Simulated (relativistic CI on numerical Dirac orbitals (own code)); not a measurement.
Hyperfine structure of Al VII, mass number 27

Calculated at this level of theory: Dirac-Coulomb-Breit CI, separate exchange-only KLI orbitals for each configuration, model QED, unscaled Slater integrals (own radial code, finite nucleus).

CI space (outside the closed core 1s2): 2s2.2p3, 2s.2p4, 2p5, 2s2.2p2.3s, 2s2.2p2.3p, 2p4.3s, 2s2.2p2.3d, 2p4.3p, 2p4.3d, 2s.2p3.3s, 2s.2p3.3p, 2s2.2p2.4s, 2s2.2p2.4p, 2s.2p3.3d, 2s2.2p2.4d, 2s2.2p2.4f. Levels of other configurations are missing.

Nuclear spin I = 5/2, μ = 3.6407 μN, Q = 0.1466 b (tables of Stone and Pyykkö). The electronic factors are computed for point nuclear moments, without core polarisation or the Bohr-Weisskopf and QED corrections.

```csv
Level,E (cm⁻¹),A (MHz),B (MHz)
2s2.2p3 2D°_3/2,66513,3960,165
2s2.2p3 2D°_5/2,66596,6390,-8.13
2s2.2p3 2P°_1/2,96740,17350,
2s2.2p3 2P°_3/2,97002,3649,-177
2s.2p4 4P_5/2,281137,15740,626
2s.2p4 4P_3/2,283591,15170,-498
2s.2p4 4P_1/2,284893,32350,
2s.2p4 2D_5/2,395695,17770,-1260
```

Levels with J = 0, under 50 % of one LS term, or S terms without an open s electron are left out. Small factors come from cancelling terms and can be off by tens of per cent or more.

At this charge configurations can still be misplaced by up to about 7 % of their energy. 29 of the 34 excited levels that our extract of the measured tables holds in this range could be paired (the sources list more); they are missed by 5958 cm⁻¹ on average and 22794 at most, and levels without a partner can miss by more.

(1) Give the hyperfine levels of 2s2.2p3 2D°_5/2 relative to its centre of gravity.

## Answers

(1) With K = F(F + 1) − I(I + 1) − J(J + 1), E = AK/2 + B[¾K(K + 1) − I(I + 1)J(J + 1)]/[2I(2I − 1)J(2J − 1)]: F = 0: -55920, F = 1: -49530, F = 2: -36740, F = 3: -17570, F = 4: 7990, F = 5: 39940 MHz.
